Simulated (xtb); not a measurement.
CH3CdFO, SMILES [Cd]([F])[O]C. All values are semi-empirical tight-binding results from xtb (GFN2-xTB unless named), good for trends rather than for accurate numbers. Coordinates come from a GFN2-xTB optimisation. The values are those of a single conformer.

For metal compounds this method's bond lengths and energies can be far off.

- orbital gap = 2.38 eV
- zero-point energy = 24.9 kcal/mol
- G − E(el) at 298.15 K (modified RRHO) = 5.2 kcal/mol
